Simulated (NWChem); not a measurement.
## Correlation energy of CH$_{2}$Cl

```xyz
4

C      0.0000     0.0000    -1.1183
Cl     0.0000     0.0000     0.5872
H      0.9680     0.0000    -1.6363
H     -0.9680     0.0000    -1.6363
```
Charge 0, spin multiplicity 2.

Program: NWChem. The geometry was optimised at UPBE/def2-SVP, a minimum by its harmonic frequencies.

Basis set: STO-3G. Each correlation energy counts from its own Hartree-Fock reference.

The correlated methods keep 6 core orbitals frozen. The structure started from a generated list of species. The unpaired electrons of the parent sit in orbitals of symmetry b2 (C2v labels of the run); other states weren't searched. The stability of the SCF solutions was not checked. Open-shell Hartree-Fock references start from PBE0 orbitals. No row is a measurement; the coupled-cluster row has its own basis-set and correlation limits.

```tsv
method	correlation energy (mHa)
CCSD[T] on UHF	-66.3
CCSD(T) on UHF	-66.2
CCSDT on ROHF	-71.2
CCSD on ROHF	(withheld)
SCS-UMP2	(withheld)
UMP2	(withheld)
CCSD[T] on ROHF	-71.2
CCSD on UHF	(withheld)
CCSD(T) on ROHF	-71.0
```

Complete the blanks.


- CCSD on ROHF, correlation energy (mHa): -70.3
- SCS-UMP2, correlation energy (mHa): -51.0
- UMP2, correlation energy (mHa): -45.7
- CCSD on UHF, correlation energy (mHa): -65.6
